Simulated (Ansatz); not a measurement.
Ideal-gas functions of C2HClFIn, SMILES `C#[C][In]([F])[Cl]` at 298.15 K and 1 bar, from an Ansatz frequency run at PBE0-D4/def2-TZVP.

Molar mass 194.3 g/mol, point group Cs (symmetry number 1), electronic degeneracy 1, moments of inertia 140.212, 307.91, 448.123 u Å². Harmonic wavenumbers (cm⁻¹, unscaled): 69, 96, 124, 215, 234, 378, 468, 608, 724, 744, 2146, 3458.

Use S(trans) = R[1.5 ln M + 2.5 ln T − 1.1517]; rotational temperatures θ = 24.2544 K / I; S(rot) = R[ln(√π/σ · √(T³/θAθBθC)) + 1.5]; for each mode x = 1.438777 ν̃/T, S = R[x/(eˣ − 1) − ln(1 − e⁻ˣ)] and H = RT x/(eˣ − 1); 1 cm⁻¹ = 0.0119627 kJ/mol; R = 8.31446 J/(mol·K).

By hand: the entropy, in J/(mol·K).

Translation 174.6. Rotation: θ = 0.173, 0.0788, 0.0541 K, giving 118.3. Vibration, mode by mode: 17.50, 14.79, 12.71, 8.37, 7.73, 4.38, 3.11, 1.82, 1.17, 1.08, 0.00, 0.00, in all 72.7. Electronic 0.0. Sum 365.6 J/(mol·K).

By hand: H − E and G − E in kJ/mol, counted from the electronic energy.

Zero-point energy ½ × 9264 × 0.0119627 = 55.4; thermal vibration 11.1; translation, rotation and pV give 4 RT = 9.9. H − E = 76.4 kJ/mol, and G − E = 76.4 − 298.15 × 365.6/1000 = -32.6 kJ/mol.

Vibration gives 20 % of the entropy, 45.0 J/(mol·K) of it from the modes under 150 cm⁻¹: soft modes count most, and the harmonic formula is weakest for them.
